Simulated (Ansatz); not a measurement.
Abridged output of a molecular run in Ansatz:

```
Functional definition: HF
1521 factors; integrals over basis functions are off by at most 1.1e-3 eV
mean field evaluation 1: about -83852.4256 eV, gradient 5.5e1 eV
mean field evaluation 2: about -83852.6089 eV, gradient 5.5e1 eV
mean field evaluation 4: about -83858.1903 eV, gradient 3.0e0 eV
mean field evaluation 8: about -83858.2580 eV, gradient 3.4e-1 eV
mean field evaluation 16: about -83858.2590 eV, gradient 2.3e-6 eV
mean field -83858.25895733 eV, -3081.7341755122 hartree, gradient 2.3e-6 eV, S^2 0.000000; 0 other end points of the search recorded, 0 dependent functions left out
16 core orbitals not correlated: weight in the atoms' cores, before any rotation towards them, 1.000 or more for the frozen orbitals, at most 0.000 for the correlated occupied ones
reference -83858.25895733 eV, -3081.7341755122 hartree; 25, 25 occupied and 195, 195 virtual orbitals, 1521 factors
second order -35.45657590 eV of doubles, -0.00000000 eV of singles
cycle   1  -34.74882346 eV  change    7.1e-1 eV  update   1.7e-1
cycle   2  -35.59065175 eV  change   -8.4e-1 eV  update   7.4e-2
cycle   3  -35.85041294 eV  change   -2.6e-1 eV  update   3.2e-2
cycle   4  -35.82708711 eV  change    2.3e-2 eV  update   9.8e-3
cycle   5  -35.81463626 eV  change    1.2e-2 eV  update   3.7e-3
cycle   6  -35.81629060 eV  change   -1.7e-3 eV  update   1.4e-3
cycle   7  -35.81655353 eV  change   -2.6e-4 eV  update   5.3e-4
cycle   8  -35.81619808 eV  change    3.6e-4 eV  update   2.5e-4
cycle   9  -35.81630616 eV  change   -1.1e-4 eV  update   9.1e-5
cycle  10  -35.81642041 eV  change   -1.1e-4 eV  update   4.1e-5
cycle  11  -35.81633619 eV  change    8.4e-5 eV  update   1.8e-5
cycle  12  -35.81633830 eV  change   -2.1e-6 eV  update   8.0e-6
perturbative correction -1.48860984 eV, -0.0547054026 hartree
Total energy: -83895.56390547 eV, -3083.1051070703 hartree
```

Its atoms:

```xyz
7

O    -0.8201    0.7768   -1.4786
Zr   -0.0527    0.3106    0.1788
F    -1.2782    0.4927    1.6125
Cl    1.8327    1.6304    0.6496
Se    0.6152   -2.1662   -0.0692
H    -1.2256    1.1358   -2.2641
H     0.9288   -2.1800    1.3710
```

Question: Which basis set was used?
A. def2-TZVPPD
B. def2-TZVPP
C. def2-QZVPP
D. def2-SVP

Answer: B. It gives 236 functions.

Question: Write the keys of the input that set method, charge and spin (a neutral closed shell needs none for the last two).

Answer: 
```yaml
correlation: {method: ccsd_t}
```
